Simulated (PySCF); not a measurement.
Species: C₅H₁₁GeNOSi.
Bonds: C1–N2, N2–C3, N2–C4, C4–O5 (double), C4–Si6, Si6–C7, C7–C8 (triple), C8–Ge9. Hydrogens: H10, H11, H12 on C1; H13, H14, H15 on C3; H16, H17 on Si6; H18, H19, H20 on Ge9.

Method: PBE0-D3(BJ)/def2-SVP geometry optimisation, gas phase in PySCF 2.14.0.

**Question.** What internal coordinates does the optimisation give?

**Answer.** 
```tsv
bond	length (Å)	order
C1–N2	1.443	single
N2–C3	1.437	single
N2–C4	1.363	single
C4=O5	1.220	double
C4–Si6	1.935	single
Si6–C7	1.837	single
C7≡C8	1.225	triple
C8–Ge9	1.903	single
C1–H10, C1–H11, C1–H12	1.101	single
C3–H13, C3–H14, C3–H15	1.102	single
Si6–H16	1.484	single
Si6–H17	1.496	single
Ge9–H18, Ge9–H19, Ge9–H20	1.536	single
```

Bonds in one row agree within 0.01 Å and their mean is given. Orders are formal, as drawn. A selection of angles:
```tsv
angle	degrees
C1–N2–C3	116.9
C1–N2–C4	119.2
C3–N2–C4	123.9
N2–C4–O5	123.0
N2–C4–Si6	121.1
O5–C4–Si6	115.9
C4–Si6–C7	111.6
Si6–C7–C8	177.3
C7–C8–Ge9	179.7
```

Torsions: C1–N2–C4–O5 2° (synperiplanar); N2–C4–Si6–C7 56° (synclinal). The mirror-image conformer, all signs reversed, is as good.

Si6 (SiH2 silicon) is distorted tetrahedral (angles from 105.9° to 111.6°). N2 (nitrogen bound to a carbonyl carbon) is planar (angles 123.9°, 119.2° and 116.9°, sum 360.0°, 0.01 Å off the plane of its three neighbours). The C–Si distances run from 1.837 Å (Si6–C7, drawn single) to 1.935 Å (C4–Si6, drawn single), a spread of 0.098 Å. The C–N distances run from 1.363 Å (N2–C4, drawn single) to 1.443 Å (C1–N2, drawn single), a spread of 0.080 Å. Ge9 (germanium bonded to C and 3 H) is tetrahedral (angles from 108.5° to 110.5°). Of the pairs four or more bonds apart, Si6···H13 is among the closest relative to their van der Waals radii: 2.57 Å, 78 % of the sum of Bondi's values.

Point group: C1 (no symmetry element, even within 0.4 Å). No frequency check. The numbers are those of one conformer.
